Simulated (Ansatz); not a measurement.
`CCB(O)OC` and `CCBO` differ in one atom or group.

Ansatz, PBE0-D4/def2-TZVP geometries, multiplicity 1. Each molecule was computed in one conformer, which needn't be the lowest.

```tsv
property	`CCB(O)OC`
LUMO energy (B3LYP/def2-TZVPP) / eV	0.55
size of the dipole moment (PBE/def2-TZVPP) / D	1.59
LUMO energy (ωB97M-V/def2-TZVPP) / eV	2.20
LUMO energy (PBE0/def2-TZVPP) / eV	0.89
HOMO energy (PBE0/def2-TZVPP) / eV	-8.39
HOMO energy (PBE/def2-TZVPP) / eV	-6.85
```

(1) What does the change do to each property? (An estimate is asked.)

Answers

(1) Computed: 
```
                                      property  `CCBO`  shift
           LUMO energy (B3LYP/def2-TZVPP) / eV   -0.15  -0.70
size of the dipole moment (PBE/def2-TZVPP) / D    1.81   0.22
         LUMO energy (ωB97M-V/def2-TZVPP) / eV    1.97  -0.23
            LUMO energy (PBE0/def2-TZVPP) / eV    0.11  -0.78
            HOMO energy (PBE0/def2-TZVPP) / eV   -8.28   0.11
             HOMO energy (PBE/def2-TZVPP) / eV   -6.85   0.00
```

With PBE0 the HOMO rises by 0.11 eV and the LUMO falls by 0.78 eV, so the gap narrows by about 0.89 eV. PBE moves the HOMO by 0.00 eV and ωB97M-V by 0.12 eV. Dipoles are sizes alone; their direction can turn.

B3LYP here is the variant with VWN-RPA as its local correlation; programs differ in this.
